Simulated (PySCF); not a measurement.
**C4H4F3O: g tensor and hyperfine couplings**

Compound: C4H4F3O (doublet state).
Z-matrix (Å and degrees, GFN2-xTB geometry), rows numbered from 1:
```
F 
C   1  1.3269
F   2  1.3471  1  106.65
F   2  1.3407  1  107.42  3   112.64
O   2  1.3229  1  109.59  3  -123.05
C   5  1.3914  2  116.96  1  -169.14
C   6  1.4662  5  124.66  2  -133.53
C   6  1.4676  5  128.32  2   -52.78
H   7  1.0826  6  118.86  8  -108.92
H   7  1.0794  6  118.34  8   106.19
H   8  1.0839  6  119.84  7   108.55
H   8  1.0803  6  118.10  7  -106.08
```

The hyperfine couplings belong to this conformer and change with its torsions.

The species is `FC(F)(F)O[C]1CC1` [radical].

The calculation used UKS B3LYP, pcH-1 on C F H O, non-relativistic, mean-field spin-orbit, GIAO (PySCF 2.14.0). One conformer (not necessarily the lowest) at the GFN2-xTB geometry, without solvent, vibrations or thermal averaging. Couplings are sensitive to structure, and on GFN2-xTB geometries they can be far from those on DFT ones. Stability of the SCF solution: not tested.

```
g1, g2, g3                      : 2.00228, 2.00333, 2.00382
g_iso                           : 2.00314
Form of g                       : rhombic: the two nearest values differ by 32 % of g3 − g1
⟨S²⟩                            : 0.7525 (exact 0.7500)
α and β electrons               : 32, 31
HOMO–LUMO gap, α and β orbitals : 7.61, 6.43 eV
Basis functions                 : 240
```

Isotropic coupling and dipolar principal values T1 to T3, in MHz; ρ(0) is the spin density at the nucleus:

| atom | isotope | a_iso | T1 | T2 | T3 | Mulliken spin population | ρ(0) (bohr⁻³) |
| --- | --- | --- | --- | --- | --- | --- | --- |
| F1 | 19F | -1.1 | -5.4 | -2.2 | 7.6 | 0.00 | -0.0003 |
| C2 | 13C | -3.0 | -2.1 | 0.4 | 1.6 | 0.01 | -0.0026 |
| F3 | 19F | 25.8 | -12.6 | -9.8 | 22.5 | 0.00 | 0.0061 |
| F4 | 19F | -4.1 | -10.1 | -3.7 | 13.8 | 0.00 | -0.0010 |
| O5 | 17O | -29.5 | -39.5 | 18.9 | 20.6 | 0.06 | 0.0487 |
| C6 | 13C | 449.0 | -70.8 | -65.4 | 136.2 | 0.84 | 0.3994 |
| C7 | 13C | -0.9 | -6.9 | -3.0 | 9.8 | 0.01 | -0.0008 |
| C8 | 13C | 0.7 | -7.3 | -3.4 | 10.7 | 0.01 | 0.0006 |
| H9 | 1H | 24.2 | -5.7 | -1.8 | 7.5 | 0.02 | 0.0054 |
| H10 | 1H | 56.4 | -6.9 | -4.4 | 11.3 | 0.02 | 0.0126 |
| H11 | 1H | 25.7 | -5.8 | -1.7 | 7.5 | 0.02 | 0.0058 |
| H12 | 1H | 56.4 | -7.0 | -4.5 | 11.5 | 0.02 | 0.0126 |

The Mulliken spin populations are largest on C6 (+0.84) and O5 (+0.06). C6 is the only atom above +0.15. The angles at C6 add up to 315.8°, so it is pyramidal.

Under fast tumbling the dipolar parts average out, and these isotropic splittings remain: 4 × 1H (H9/H10/H11/H12, I = 1/2, 5 lines) with 1.45 mT and 3 × 19F (F1/F3/F4, I = 1/2, 4 lines) with 0.24 mT.

Nuclei that the bonding pattern makes equivalent are averaged, as if the motion that swaps them (rotation, inversion, ring flip) were fast. The three 19F nuclei of mean +6.8 MHz run from -4.1 to 25.8 MHz in the frozen geometry. The 1H value of +40.7 MHz is a mean of couplings from 24.2 to 56.4 MHz in this one geometry, not an average over conformers.

The 17O coupling of O5 (-29.5 MHz) shows only in satellite lines or after enrichment, since that isotope makes up about 0.038 % of natural oxygen.

The 13C coupling of C6 (449.0 MHz) shows only in satellite lines or after enrichment, since that isotope makes up about 1.07 % of natural carbon.

β density exceeds α density at some nuclei, such as C2 (-0.0026), spin density in bohr⁻³. In a single determinant that takes different orbitals for the two spins, that is spin polarisation.
